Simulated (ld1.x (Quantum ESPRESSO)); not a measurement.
## Transferability test, ultrasoft potential for carbon (C)

| Quantity | Value |
| --- | --- |
| Element | C |
| Generator | ld1.x (Quantum ESPRESSO) 7.5 |
| Type | ultrasoft |
| Functional | LDA (PZ) |
| Relativity | non-relativistic |
| Frozen core | [He] |
| Valence charge | 4 |
| Reference configuration | 2s2 2p2 |
| Partial waves | 2s (bound): rcut 0.80, rcutus 1.00 bohr; 2s channel at -0.3 Ry: rcut 0.80, rcutus 1.00 bohr; 2p (bound): rcut 2.65, rcutus 2.90 bohr; 2p channel at 2.7 Ry: rcut 2.65, rcutus 2.90 bohr |
| Local potential | all-electron potential smoothed inside 2.85 bohr (lloc = -1) |
| Core correction | Bessel-smoothed model core, default radius (core density twice the valence density) |
| Augmentation charge | PSQ, radius 0.70 bohr |

Energies are relative to the spin-unpolarised reference configuration 2s2 2p2; without spin polarisation the order of configurations can differ from experiment. Spin-polarised rows fill each open shell by Hund’s rule, majority spin first. The frozen-core shift is the all-electron ΔE with the core orbitals held at their reference shape minus the fully relaxed ΔE.

```tsv
valence configuration	charge	ΔE all-electron (eV)	error AE − PS (meV)	frozen-core shift (meV)
2s2 2p0	+2	35.254	+51	+4.0
2s1 2p0	+3	83.203	+126	+23
2s2 2p2.3	-0.3	-1.200	+1.3	0.0
2s1 2p3	0	8.227	+7.9	+0.5
2s2 2p1.5	+0.5	4.030	+4.0	0.0
2s1 2p2	+1	19.469	+28	+0.9
2s2 2p2 (spin-polarised)	0	-1.129	-0.1	+1.6
2s2 2p1 (spin-polarised)	+1	10.595	+16	+1.0
```

Problem. What are ΔE and the potential's error for 2s2 2p1?

Solution. ΔE = 10.992 eV all-electron; the error (AE − PS) is +14 meV.

Levels in the configuration 2s2 2p1:

```tsv
level	all-electron (eV)	pseudo (eV)
2s	-25.593	-25.565
2p	-17.126	-17.101
```
